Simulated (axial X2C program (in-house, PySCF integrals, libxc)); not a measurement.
## What spin–orbit coupling does to CaTe⁺

All values were computed with an axial X2C code built on PySCF integrals. Spin-free means the one-electron spin-free X2C Hamiltonian; two-component (2c) means X2C with spin–orbit coupling and atomic mean-field two-electron Coulomb and Gaunt terms, so the difference of the two also holds small scalar two-electron terms. Basis: Te dyall-cv3z [11s12p8d4f1g], Ca dyall-cv3z [11s12p6d4f] (cores contracted in-house); Gaussian nuclei, density fitting, unrestricted open shells. Masses: Te 129.906 u, Ca 39.963 u.

Spin-free state: M_S = 1/2, Λ = 1 (beyond evenly filled blocks: π+α, π+β, π-α); fragments Te + Ca+.

| level | Re (Å) | ωe (cm⁻¹) | De (eV) | μ (D) |
| --- | --- | --- | --- | --- |
| PBE0 | 2.791 | 265.5 | 2.296 | 13.53 |
| CCSD | 2.871 | 252.0 | 1.878 | n/a |
| CCSD(T) | 2.875 | 250.5 | 1.960 | n/a |
| PBE50 | 2.789 | 271.0 | 2.160 | 14.27 |

Correlated methods: 7 electrons correlated (number of frozen shells: Te 4 s, 3 p, 2 d; Ca 3 s, 2 p), 301 virtual spin orbitals or spinors in MP2, 84 natural virtuals in coupled cluster.

Dipoles are positive if Ca is the positive end and refer to the centre of mass.

Q: Within this multiplet, which Ω should lie lowest by the rule for regular and inverted multiplets?

A: The open π shell holds three electrons, one hole, so the multiplet is inverted: Ω = Λ + 1/2 = 3/2. The PBE0 2c search agrees.

Two-component determinant lowest at the distance of the search:

Ω = 3/2 (⟨Sz⟩ = 0.50, ⟨Lz⟩ = 1.00 at HF); fragments Te + Ca+.

```tsv
level	Re (Å)	ωe (cm⁻¹)	De (eV)	μ (D)
PBE0	2.796	261.9	2.253	13.48
CCSD	2.877	248.5	1.788	n/a
CCSD(T)	2.880	247.2	1.864	n/a
PBE50	2.793	267.7	2.115	14.23
```

Q: From the two tables, how do the constants change at the CCSD(T) level (2c against spin-free)?

A: At the CCSD(T) level Re increases by 0.005 Å and ωe decreases by 3.3 cm⁻¹; De changes by -0.096 eV.

The state is a single determinant with fixed occupations, the lowest that a limited PBE0 search found. De is counted from the lowest determinant-based energies of the atoms at the same level, without counterpoise correction. Density functionals use the spin component along the axis (collinear). CCSD and (T) use frozen natural virtuals with an MP2 correction for the truncation; (T) itself is uncorrected, so its De runs slightly low. The functionals have no current-density term, which raises determinants with orbital currents, atoms included. The outer-core s and p shells of the metal are frozen in the correlated rows, which leaves out core–valence correlation; for alkali and alkaline-earth bonds that tends to lengthen them. With the outer-core shells frozen, correlated bond lengths of heavy atoms tend to come out a few hundredths of an ångström too long.
